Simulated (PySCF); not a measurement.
Potential energy curve for SMILES BO (H3BO). The B1–O4 bond (B1 also carries H, H; O4 carries H) is varied alone, starting from the PBE0/def2-TZVP optimised geometry.

Levels: UHF/cc-pVDZ (PySCF); RHF/cc-pVDZ (PySCF); UKS-TPSSh = unrestricted TPSSh/cc-pVDZ (PySCF); RKS-TPSSh = restricted TPSSh/cc-pVDZ run with PySCF; UKS-CAM-B3LYP = unrestricted CAM-B3LYP/cc-pVDZ run with PySCF; RKS-CAM-B3LYP = restricted CAM-B3LYP/cc-pVDZ (PySCF); UKS-PBE = unrestricted PBE/cc-pVDZ in PySCF; RKS-PBE = restricted PBE/cc-pVDZ in PySCF 2.14.0.

Scanned distances (Å): 1.09, 1.13, 1.22, 1.26, 1.32, 1.35, 1.39, 1.43, 1.47, 1.56, 1.68, 1.82, 2.04, 2.20, 2.45, 2.70, 2.93, 3.26, 3.67, 4.07, 4.71.

Task: Where does the unrestricted solution first break spin symmetry (<S²> of 0.01 or more)?

Result: UHF: between 2.04 and 2.20 Å; UKS-TPSSh: between 2.20 and 2.45 Å; UKS-CAM-B3LYP: between 2.20 and 2.45 Å; UKS-PBE: between 2.45 and 2.70 Å.

```csv
R / Å,<S²> UHF,E(RHF) − E(UHF) / kJ/mol,<S²> UKS-TPSSh,E(RKS-TPSSh) − E(UKS-TPSSh) / kJ/mol,<S²> UKS-CAM-B3LYP,E(RKS-CAM-B3LYP) − E(UKS-CAM-B3LYP) / kJ/mol,<S²> UKS-PBE,E(RKS-PBE) − E(UKS-PBE) / kJ/mol
1.09,0.00,0.0,0.00,0.0,0.00,0.0,0.00,0.0
1.13,0.00,0.0,0.00,0.0,0.00,0.0,0.00,0.0
1.22,0.00,0.0,0.00,0.0,0.00,0.0,0.00,0.0
1.26,0.00,0.0,0.00,0.0,0.00,0.0,0.00,0.0
1.32,0.00,0.0,0.00,0.0,0.00,0.0,0.00,0.0
1.35,0.00,0.0,0.00,0.0,0.00,0.0,0.00,0.0
1.39,0.00,0.0,0.00,0.0,0.00,0.0,0.00,0.0
1.43,0.00,0.0,0.00,0.0,0.00,0.0,0.00,0.0
1.47,0.00,0.0,0.00,0.0,0.00,0.0,0.00,0.0
1.56,0.00,0.0,0.00,0.0,0.00,0.0,0.00,0.0
1.68,0.00,0.0,0.00,0.0,0.00,0.0,0.00,0.0
1.82,0.00,0.0,0.00,0.0,0.00,0.0,0.00,0.0
2.04,0.00,0.0,0.00,0.0,0.00,0.0,0.00,0.0
2.20,0.48,23.4,0.00,0.0,0.00,0.0,0.00,0.0
2.45,0.80,106.1,0.14,1.2,0.25,4.5,0.00,0.0
2.70,0.91,194.5,0.52,22.5,0.61,36.3,0.24,2.7
2.93,0.96,267.6,0.71,50.0,0.78,74.0,0.51,15.7
3.26,0.99,355.7,0.85,87.4,0.91,126.7,0.72,40.2
3.67,1.00,440.6,0.93,123.8,0.97,182.0,0.84,—
4.07,1.01,502.0,0.97,148.6,0.99,223.2,0.90,—
4.71,1.01,567.7,1.00,172.7,1.00,267.5,0.94,—
```

A dash means that the run gave no value there, or that the column was ended at a point which the program doubted or which failed a test of continuity chosen for this set; such a test can also cut sound points.
